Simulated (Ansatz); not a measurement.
Reactions of `[Cl][In]([Cl])[GeH3]`.

Computed with Ansatz on PBE0-D4/def2-TZVP structures; ΔE is electronic, products minus reactants. CBS: MP2 limit from def2 TZ/QZ plus the TZ coupled-cluster correction, frozen cores. This one scheme is used for every species, atoms too. No spin–orbit coupling; open shells (•) take unrestricted orbitals. Spin–orbit coupling would lower the free atoms: a little for Cl; clearly for Ge; strongly for In. Elements past krypton have def2 core potentials. Bonds to Ge, In, Se, Te are less sure, by a few kJ/mol each and by 10 to 20 or more in all where they break to atoms, as the def2 sets lack core-valence functions. Scalar relativity is left out up to krypton. One conformer a species, not always the lowest.

Question: Order these by ΔE at CCSD(T)/CBS, lowest first. (Best estimate.)
A. `[Cl][In]([Cl])[GeH3]` → 2 Cl• + Ge• + 3 H• + In•
B. `[Cl][In]([Cl])[GeH3]` + `CB(Cl)[SeH]` → `[Cl][In]([Cl])[SeH]` + `C[B](Cl)[GeH3]`
C. `[Cl][In]([Cl])[GeH3]` + `OC[TeH]` → `[GeH3][O]C[TeH]` + `[Cl][InH][Cl]`
D. `[Cl][In]([Cl])[GeH3]` + `N=C=O` → `O=C=[N][In]([Cl])[Cl]` + GeH₄
E. `[Cl][In]([Cl])[GeH3]` + `[GeH3][SiH2][GeH2][SiH2][GeH3]` → `[GeH3][SiH2][GeH2][SiH2][GeH2][GeH3]` + `[Cl][InH][Cl]`

Answer: D (+17.5 kJ/mol), E (+25.8 kJ/mol), B (+40.4 kJ/mol), C (+49.9 kJ/mol), A (+1773.6 kJ/mol).

Largest T1 diagnostic: 0.018, for `N=C=O`.
